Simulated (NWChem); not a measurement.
Everything below was run with NWChem. System: H2, charge 0, spin multiplicity 1, displaced from the optimised geometry. Level: BLYP/def2-SVP.

The NWChem input:

```
start mol
memory heap 200 mb stack 900 mb global 1100 mb
geometry units angstroms nocenter noautoz
  H      0.000000     0.000000     0.391852
  H      0.000000     0.000000    -0.391852
  symmetry group D2h
end
basis spherical
  * library def2-svp
end
dft
  xc becke88 lyp
  semidirect memsize 60000000 filesize 0
  iterations 100
  vectors input hcore
end
task dft gradient
```

Part of the output:

```
             Northwest Computational Chemistry Package (NWChem) 7.3.0
             --------------------------------------------------------

                                NWChem Input Module
                                -------------------

 Scaling coordinates for geometry "geometry" by  1.889725989
 (inverse scale =  0.529177249)

 Turning off AUTOSYM since
 SYMMETRY directive was detected!

                             Geometry "geometry" -> ""
                             -------------------------

 Output coordinates in angstroms (scale by  1.889725989 to convert to a.u.)

  No.       Tag          Charge          X              Y              Z
 ---- ---------------- ---------- -------------- -------------- --------------
    1 H                    1.0000     0.00000000     0.00000000     0.39185200
    2 H                    1.0000     0.00000000     0.00000000    -0.39185200

 Effective nuclear repulsion energy (a.u.)       0.6752259131

            Nuclear Dipole moment (a.u.)
            ----------------------------
        X                 Y               Z
 ---------------- ---------------- ----------------
     0.0000000000     0.0000000000     0.0000000000

      Symmetry information
      --------------------

 Group name             D2h
 Group number             26
 Group order               8
 No. of unique centers     1

      Symmetry unique atoms

     1


 Summary of "ao basis" -> "" (spherical)
 ------------------------------------------------------------------------------
       Tag                 Description            Shells   Functions and Types
 ---------------- ------------------------------  ------  ---------------------
 *                          def2-svp                  on all atoms

                                 NWChem DFT Module
                                 -----------------

 Summary of "ao basis" -> "ao basis" (spherical)
 ------------------------------------------------------------------------------
       Tag                 Description            Shells   Functions and Types
 ---------------- ------------------------------  ------  ---------------------
 H                          def2-svp                 3        5   2s1p

 Summary of "ao basis" -> "ao basis" (spherical)
 ------------------------------------------------------------------------------
       Tag                 Description            Shells   Functions and Types
 ---------------- ------------------------------  ------  ---------------------
 H                          def2-svp                 3        5   2s1p

      Symmetry analysis of basis
      --------------------------

        ag          3
        au          0
        b1g         0
        b1u         3
        b2g         1
        b2u         1
        b3g         1
        b3u         1

            General Information
            -------------------
          SCF calculation type: DFT
          Wavefunction type:  closed shell.
          No. of atoms     :     2
          No. of electrons :     2
           Alpha electrons :     1
            Beta electrons :     1
          Charge           :     0
          Spin multiplicity:     1
          Use of symmetry is: on ; symmetry adaption is: on
          Maximum number of iterations: 100
          AO basis - number of functions:    10
                     number of shells:     6
          Convergence on energy requested:  1.00D-06
          Convergence on density requested:  1.00D-05
          Convergence on gradient requested:  5.00D-04
[...]
              MO Center=  0.0D+00,  0.0D+00, -7.2D-18, r^2= 7.4D-01
   Bfn.  Coefficient  Atom+Function         Bfn.  Coefficient  Atom+Function
  ----- ------------  ---------------      ----- ------------  ---------------
     1      0.405555  1 H  s                  6      0.405555  2 H  s
     2      0.178927  1 H  s                  7      0.178927  2 H  s

 Vector    2  Occ=0.000000D+00  E= 4.343349D-02  Symmetry=b1u
              MO Center=  0.0D+00,  0.0D+00,  1.4D-16, r^2= 2.4D+00
   Bfn.  Coefficient  Atom+Function         Bfn.  Coefficient  Atom+Function
  ----- ------------  ---------------      ----- ------------  ---------------
     2      1.660682  1 H  s                  7     -1.660682  2 H  s
     1      0.252107  1 H  s                  6     -0.252107  2 H  s

 Vector    3  Occ=0.000000D+00  E= 3.087187D-01  Symmetry=ag
              MO Center=  0.0D+00,  0.0D+00,  5.0D-18, r^2= 2.3D+00
   Bfn.  Coefficient  Atom+Function         Bfn.  Coefficient  Atom+Function
  ----- ------------  ---------------      ----- ------------  ---------------
     2     -0.726615  1 H  s                  7     -0.726615  2 H  s
     1      0.708333  1 H  s                  6      0.708333  2 H  s
     5     -0.025544  1 H  pz                10      0.025544  2 H  pz

 Vector    4  Occ=0.000000D+00  E= 6.503520D-01  Symmetry=b1u
              MO Center=  0.0D+00,  0.0D+00, -1.8D-16, r^2= 1.8D+00
   Bfn.  Coefficient  Atom+Function         Bfn.  Coefficient  Atom+Function
  ----- ------------  ---------------      ----- ------------  ---------------
     2      1.738822  1 H  s                  7     -1.738822  2 H  s
     1     -0.942212  1 H  s                  6      0.942212  2 H  s
     5     -0.248367  1 H  pz                10     -0.248367  2 H  pz

 center of mass
 --------------
 x =   0.00000000 y =   0.00000000 z =   0.00000000

 moments of inertia (a.u.)
 ------------------
           1.105240854364           0.000000000000           0.000000000000
           0.000000000000           1.105240854364           0.000000000000
           0.000000000000           0.000000000000           0.000000000000

     Multipole analysis of the density
     ---------------------------------

     L   x y z        total         alpha         beta         nuclear
     -   - - -        -----         -----         ----         -------
     0   0 0 0     -0.000000     -1.000000     -1.000000      2.000000

     1   1 0 0      0.000000      0.000000      0.000000      0.000000
     1   0 1 0      0.000000      0.000000      0.000000      0.000000
     1   0 0 1      0.000000      0.000000      0.000000      0.000000

     2   2 0 0     -1.538296     -0.769148     -0.769148      0.000000
     2   1 1 0      0.000000      0.000000      0.000000      0.000000
     2   1 0 1      0.000000      0.000000      0.000000      0.000000
     2   0 2 0     -1.538296     -0.769148     -0.769148      0.000000
     2   0 1 1      0.000000      0.000000      0.000000      0.000000
     2   0 0 2     -1.095570     -1.096115     -1.096115      1.096659

            General Information
            -------------------
          SCF calculation type: DFT
          Wavefunction type:  closed shell.
          No. of atoms     :     2
          No. of electrons :     2
           Alpha electrons :     1
            Beta electrons :     1
          Charge           :     0
          Spin multiplicity:     1
          Use of symmetry is: on ; symmetry adaption is: on
          Maximum number of iterations: 100
          AO basis - number of functions:    10
                     number of shells:     6
          Convergence on energy requested:  1.00D-06
          Convergence on density requested:  1.00D-05
          Convergence on gradient requested:  5.00D-04

              XC Information
              --------------
                    Becke 1988 Exchange Functional  1.000
              Lee-Yang-Parr Correlation Functional  1.000

             Grid Information
             ----------------
          Grid used for XC integration:  medium
          Radial quadrature: Mura-Knowles
          Angular quadrature: Lebedev.
          Tag              B.-S. Rad. Rad. Pts. Rad. Cut. Ang. Pts.
          ---              ---------- --------- --------- ---------
          H                   0.35       45           6.0       434
          Grid pruning is: on
          Number of quadrature shells:    45
          Spatial weights used:  Erf1

          Convergence Information
          -----------------------
          Convergence aids based upon iterative change in
          total energy or number of iterations.
          Levelshifting, if invoked, occurs when the
          HOMO/LUMO gap drops below (HL_TOL):  1.00D-02
          DIIS, if invoked, will attempt to extrapolate
          using up to (NFOCK): 10 stored Fock matrices.

                    Damping( 0%)  Levelshifting(0.5)       DIIS
                  --------------- ------------------- ---------------
          dE  on:    start            ASAP                start
          dE off:    2 iters        100 iters           100 iters

      Screening Tolerance Information
      -------------------------------
          Density screening/tol_rho:  1.00D-10
          AO Gaussian exp screening on grid/accAOfunc:  14
          CD Gaussian exp screening on grid/accCDfunc:  20
          XC Gaussian exp screening on grid/accXCfunc:  20
          Schwarz screening/accCoul:  1.00D-08

                            NWChem DFT Gradient Module
                            --------------------------

  charge          =   0.00
  wavefunction    = closed shell

  Using symmetry

                         DFT ENERGY GRADIENTS

    atom               coordinates                        gradient
                 x          y          z           x          y          z
   1 H       0.000000   0.000000   0.740493    0.000000   0.000000   0.010739
   2 H       0.000000   0.000000  -0.740493    0.000000   0.000000  -0.010739

                 ----------------------------------------
                 |  Time  |  1-e(secs)   |  2-e(secs)   |
                 ----------------------------------------
                 |  CPU   |       0.00   |       0.00   |
                 ----------------------------------------
                 |  WALL  |       0.00   |       0.00   |
                 ----------------------------------------

 Task  times  cpu:        0.1s     wall:        0.1s

 Total times  cpu:        0.1s     wall:        0.1s
```
